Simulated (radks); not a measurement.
Question: Gd2+, configuration [Xe] 4f7 5d1. All-electron calculation, Dirac Kohn-Sham, exchange-only B88, spin-unpolarised, spherical densities, finite nucleus; open shells fill j = l - 1/2 first; Fermi nuclear charge, rms radius 5.1569 fm. Program: a radial shooting solver on a logarithmic mesh with Libxc functionals.

Spin-orbit splittings of the eigenvalues, e(l+1/2) - e(l-1/2), with zeta = 2 splitting/(2l+1) and mean radii in bohr:

| shell | occ. | splitting (eV) | zeta (eV) | <r> j=l-1/2 | <r> j=l+1/2 |
|---|---|---|---|---|---|
| 2p | 6 | 696.1 | 464.1 | 0.07745 | 0.08429 |
| 3p | 6 | ? | ? | 0.2336 | 0.2467 |
| 3d | 10 | 31.11 | 12.44 | 0.2187 | 0.2228 |
| 4p | 6 | 31.80 | 21.20 | 0.5648 | 0.5944 |
| 4d | 10 | 5.746 | 2.299 | 0.6303 | 0.6407 |
| 4f | 7 | 0.7530 | 0.2152 | 0.8597 | 0.8723 |
| 5p | 6 | 4.368 | 2.912 | 1.493 | 1.587 |
| 5d | 1 | 0.3427 | 0.1371 | 2.391 | 2.442 |
| 6p | 0 | 0.5333 | 0.3555 | 4.121 | 4.320 |

Estimate the 3p splitting.

Answer: 142.8 eV (zeta = 95.18 eV).
